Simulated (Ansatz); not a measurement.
Spectroscopic constants of LiC, multiplicity 4 (lowest of 2S+1 = 2, 4 at CCSD(T)/def2-TZVPP on PBE0 minima; our sources give no spin for the ground state, which may be another).

D_e counts from the fitted minimum to each atom's lowest state at the same level, without counterpoise.

Correlated levels freeze the inner cores; with def2 sets outer-core shells near the valence are correlated too.

Run with Ansatz (Gaussian basis) for Hartree–Fock, density functionals and correlated methods. 

```csv
level,bond energy D_e (eV)
PBE/def2-TZVPP,2.743
BHLYP/def2-TZVPP,[?]
CAM-B3LYP/def2-TZVPP,2.583
wB97X-V/def2-TZVPP,2.495
wB97M-V/def2-TZVPP,2.697
B2PLYP/def2-TZVPP,2.509
CCSD/aug-cc-pVQZ,2.572
CCSD(T)/aug-cc-pVTZ,2.599
CCSD(T)/def2-QZVPP,2.628
```

Fill in the missing entries.


- BHLYP/def2-TZVPP, bond energy D_e (eV): 2.396

Ansatz is a quantum-chemistry and plane-wave program.
